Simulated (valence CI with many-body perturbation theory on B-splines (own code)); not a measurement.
**Au XXXI: M1 decay**

Level of theory: valence CI with perturbative core correlation (CI+MBPT): three valence electrons over a frozen Dirac-Fock core [Kr] 4d10, a basis of 8 s, 8 p, 9 d, 9 f, 6 g, 3 h, 2 i functions for each j, with the one-electron correlation potential Σ1 (screened to all orders), the two-electron term Σ2, the three-electron term Σ3, Breit, model QED; selected single and double excitations, second order for the rest, scaled by the run's own slope (own B-spline code, finite nucleus).

No measured spectrum was set against this ion. As an estimate, large intervals hold to a few tenths of a per cent, small ones and those within an open d or f shell to about a per cent. Core correlation moves these levels by up to 50000 cm⁻¹, and in measured spectra 5 to 20 % of such shifts remained as error; rates that hang on mixing are uncertain with them. The list stops below the first excitations out of the core.

Lines 51 to 100 of 120 in falling wavelength, among levels below 1487300 cm⁻¹, chosen from the decays that carry over 1 % of a level's rate. Wavelengths and rates use the calculated energies. S is in atomic units (e²a₀⁴ for E2 and M2, e²a₀⁶ for E3), for M1 in squared Bohr magnetons. Weak lines are less certain than strong ones. Lines between different terms over intervals too small for the method are left out, as are lines whose strength nearly cancels.

Levels are named by their leading jj configuration (3d3/2^4 stands for four electrons in 3d with j = 3/2), which in mixed levels can hold well under half, so a name can repeat and another be missing. Letters in brackets count levels of one name in rising energy.

```tsv
λ vac (nm)	Upper	Lower	Type	A (s⁻¹)	S (a.u.)
245.1	(4f5/2^2 4f7/2) J=11/2 [b]	(4f5/2^2 4f7/2) J=9/2	M1	4.62e+02	3.03e+00
241.5	(4f5/2^2 4f7/2) J=11/2 [b]	(4f5/2^2 4f7/2) J=13/2	M1	1.75e+02	1.10e+00
240.3	(4f5/2 4f7/2^2) J=7/2 [a]	(4f5/2^2 4f7/2) J=5/2 [a]	M1	1.39e+03	5.72e+00
238.1	(4f5/2 4f7/2^2) J=11/2	(4f5/2 4f7/2^2) J=13/2 [a]	M1	1.81e+01	1.09e-01
237.5	(4f5/2 4f7/2^2) J=9/2 [c]	(4f5/2^2 4f7/2) J=11/2 [b]	M1	4.81e+01	2.39e-01
237.0	(4f5/2 4f7/2^2) J=9/2 [c]	(4f5/2 4f7/2^2) J=9/2 [a]	M1	8.69e+02	4.29e+00
231.0	(4f7/2^3) J=15/2	(4f5/2^2 4f7/2) J=15/2 [b]	M1	8.76e+02	6.40e+00
227.1	(4f5/2 4f7/2^2) J=3/2 [b]	(4f5/2^2 4f7/2) J=5/2 [b]	M1	2.62e+02	4.54e-01
226.2	(4f5/2^2 4f7/2) J=3/2 [b]	(4f5/2^3) J=5/2	M1	4.25e+02	7.29e-01
219.0	(4f5/2 4f7/2^2) J=5/2 [a]	(4f5/2^2 4f7/2) J=7/2 [b]	M1	1.37e+02	3.20e-01
209.0	(4f7/2^3) J=9/2	(4f5/2 4f7/2^2) J=9/2 [b]	M1	4.28e+02	1.45e+00
208.5	(4f7/2^3) J=9/2	(4f5/2 4f7/2^2) J=7/2 [a]	M1	1.22e+03	4.09e+00
204.5	(4f5/2 4f7/2^2) J=3/2 [b]	(4f5/2^2 4f7/2) J=1/2	M1	1.17e+03	1.48e+00
201.9	(4f5/2 4f7/2^2) J=3/2 [b]	(4f5/2^2 4f7/2) J=3/2 [b]	M1	1.13e+03	1.38e+00
201.2	(4f5/2^2 4f7/2) J=5/2 [b]	(4f5/2^3) J=5/2	M1	3.68e+02	6.66e-01
195.6	(4f5/2 4f7/2^2) J=7/2 [b]	(4f5/2 4f7/2^2) J=9/2 [a]	M1	4.32e+01	9.58e-02
193.3	(4f5/2 4f7/2^2) J=13/2 [b]	(4f5/2^2 4f7/2) J=11/2 [b]	M1	2.15e+02	8.07e-01
187.6	(4f5/2 4f7/2^2) J=13/2 [b]	(4f5/2 4f7/2^2) J=13/2 [a]	M1	2.38e+02	8.15e-01
187.6	(4f5/2 4f7/2^2) J=7/2 [a]	(4f5/2^3) J=5/2	M1	5.18e+01	1.01e-01
186.5	(4f5/2 4f7/2^2) J=3/2 [a]	(4f5/2^2 4f7/2) J=3/2 [a]	M1	1.37e+03	1.32e+00
185.8	(4f5/2 4f7/2^2) J=3/2 [a]	(4f5/2^2 4f7/2) J=5/2 [a]	M1	2.15e+02	2.04e-01
184.1	(4f5/2 4f7/2^2) J=9/2 [c]	(4f5/2^2 4f7/2) J=7/2 [b]	M1	8.53e+02	1.97e+00
182.3	(4f5/2 4f7/2^2) J=9/2 [b]	(4f5/2^2 4f7/2) J=9/2	M1	8.51e+02	1.91e+00
176.3	(4f5/2 4f7/2^2) J=5/2 [b]	(4f5/2^2 4f7/2) J=5/2 [b]	M1	1.46e+03	1.77e+00
175.0	(4f5/2^2 4f7/2) J=15/2 [b]	(4f5/2^2 4f7/2) J=13/2	M1	9.68e+02	3.08e+00
167.0	(4f5/2 4f7/2^2) J=5/2 [a]	(4f5/2^2 4f7/2) J=7/2 [a]	M1	7.51e+02	7.78e-01
165.1	(4f7/2^3) J=15/2	(4f5/2 4f7/2^2) J=13/2 [a]	M1	1.91e+03	5.11e+00
164.9	(4f5/2^2 4f7/2) J=9/2	(4f5/2^3) J=9/2	M1	1.34e+03	2.23e+00
164.1	(4f5/2 4f7/2^2) J=5/2 [a]	(4f5/2^2 4f7/2) J=3/2 [a]	M1	4.68e+02	4.60e-01
163.6	(4f5/2 4f7/2^2) J=5/2 [a]	(4f5/2^2 4f7/2) J=5/2 [a]	M1	1.97e+02	1.92e-01
161.6	(4f7/2^3) J=9/2	(4f5/2^2 4f7/2) J=11/2 [b]	M1	3.60e+02	5.63e-01
161.4	(4f7/2^3) J=9/2	(4f5/2 4f7/2^2) J=9/2 [a]	M1	5.21e+02	8.11e-01
160.7	(4f5/2 4f7/2^2) J=5/2 [b]	(4f5/2^2 4f7/2) J=3/2 [b]	M1	6.82e+02	6.30e-01
158.1	(4f5/2 4f7/2^2) J=7/2 [b]	(4f5/2^2 4f7/2) J=7/2 [b]	M1	8.28e+01	9.70e-02
156.9	(4f5/2^2 4f7/2) J=11/2 [c]	(4f5/2^2 4f7/2) J=9/2	M1	4.83e+02	8.29e-01
155.4	(4f5/2^2 4f7/2) J=11/2 [c]	(4f5/2^2 4f7/2) J=13/2	M1	2.02e+02	3.37e-01
153.7	(4f5/2^2 4f7/2) J=3/2 [b]	(4f5/2^3) J=3/2	M1	1.38e+02	7.42e-02
152.8	(4f5/2 4f7/2^2) J=13/2 [a]	(4f5/2^2 4f7/2) J=11/2 [a]	M1	2.21e+03	4.09e+00
152.3	(4f5/2^2 4f7/2) J=1/2	(4f5/2^3) J=3/2	M1	9.00e+02	2.36e-01
149.5	(4f5/2 4f7/2^2) J=9/2 [a]	(4f5/2^2 4f7/2) J=11/2 [a]	M1	1.77e+02	2.19e-01
149.3	(4f5/2^2 4f7/2) J=11/2 [b]	(4f5/2^2 4f7/2) J=11/2 [a]	M1	2.77e+02	4.10e-01
141.8	(4f5/2^2 4f7/2) J=5/2 [b]	(4f5/2^3) J=3/2	M1	5.91e+02	3.75e-01
137.3	(4f5/2 4f7/2^2) J=5/2 [a]	(4f5/2^3) J=5/2	M1	5.16e+01	2.97e-02
137.2	(4f5/2 4f7/2^2) J=1/2	(4f5/2^2 4f7/2) J=3/2 [a]	M1	2.03e+02	3.88e-02
136.4	(4f5/2 4f7/2^2) J=13/2 [b]	(4f5/2^2 4f7/2) J=15/2 [a]	M1	2.42e+02	3.18e-01
134.9	(4f7/2^3) J=9/2	(4f5/2^2 4f7/2) J=7/2 [b]	M1	1.69e+02	1.54e-01
133.3	(4f5/2^2 4f7/2) J=7/2 [a]	(4f5/2^3) J=9/2	M1	2.12e+02	1.49e-01
129.1	(4f5/2 4f7/2^2) J=7/2 [b]	(4f5/2^2 4f7/2) J=7/2 [a]	M1	1.71e+01	1.09e-02
128.2	(4f5/2 4f7/2^2) J=17/2	(4f5/2^2 4f7/2) J=15/2 [a]	M1	4.59e+02	6.45e-01
127.0	(4f5/2 4f7/2^2) J=7/2 [b]	(4f5/2^2 4f7/2) J=5/2 [a]	M1	3.51e+01	2.13e-02
```
